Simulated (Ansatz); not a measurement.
Frontier orbitals of C$_{2}$F$_{2}$N$_{2}$Si, SMILES `N#C[Si](F)(F)C#N`.

The species carries charge 0 and has multiplicity 1. All single points use the PBE0-D4/def2-TZVP geometry. Basis def2-TZVPP, the Gaussian-basis code of Ansatz.

```tsv
functional	HOMO (eV)	LUMO (eV)
ωB97M-V	-13.35	-0.27
```

(1) Give HOMO and LUMO (eV) with LDA (SPW92), PBE, revPBE, BLYP, r2SCAN, B97M-V, PBE0, B3LYP, r2SCANh, r2SCAN0, HSE06 (plane-wave form), BHLYP, CAM-B3LYP, LC-ωPBE, ωB97X-V, HF. (Estimate.)

Results:

(1) Ansatz gave: 
```tsv
functional	HOMO	LUMO
LDA (SPW92)	-9.64	-3.70
PBE	-9.48	-3.39
revPBE	-9.41	-3.27
BLYP	-9.39	-3.23
r2SCAN	-9.91	-3.24
B97M-V	-9.88	-3.13
PBE0	-11.03	-2.45
B3LYP	-10.74	-2.66
r2SCANh	-10.46	-2.89
r2SCAN0	-11.24	-2.37
HSE06 (plane-wave form)	-10.62	-2.83
BHLYP	-12.25	-1.39
CAM-B3LYP	-12.46	-1.30
LC-ωPBE	-13.97	-0.11
ωB97X-V	-13.48	-0.18
HF	-14.12	1.30
```

B3LYP here is the variant with VWN-RPA as its local correlation; programs differ in this. LC-ωPBE has ω = 0.4 bohr⁻¹.
